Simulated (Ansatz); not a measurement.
Calculated with Ansatz (gas phase, PBE0-D4/def2-TZVP geometries, no zero-point term in ΔE). CCSD(T)/CBS adds triple-zeta CCSD(T) − MP2 to the extrapolated MP2 energy (def2 sets, frozen cores). Functionals use def2-TZVPP. For Br outer-core shells are correlated without core-valence functions, which leaves a few kJ/mol of doubt a bond. Scalar relativity is left out up to krypton. Each species was taken in one conformer, which may not be the lowest.

Consider the isomerisation: `C=C[SiH2]Br` → `[SiH3]/C=C/Br`.

| level | ΔE (kJ/mol) |
| --- | --- |
| B2PLYP | 138.8 |
| PBE | 130.3 |
| CCSD(T)/def2-TZVPP | 137.6 |
| CCSD/CBS(def2) | 147.9 |

(1) What does CCSD(T)/CBS give? (Estimate.)

Largest T1 diagnostic among the species: 0.010.

Answers

(1) Computed: +144.6 kJ/mol. The listed levels differ from it by -5.8, -14.3, -7.0, 3.3 kJ/mol.

From PBE to PBE0 (25 % exact exchange), in def2-TZVPP and without D4, ΔE moves by +9.0 kJ/mol. In def2-TZVPP, CCSD(T) changes the Hartree–Fock value by −18.1 kJ/mol (the triples alone add −3.3 kJ/mol) and MP2 by −15.8 kJ/mol.
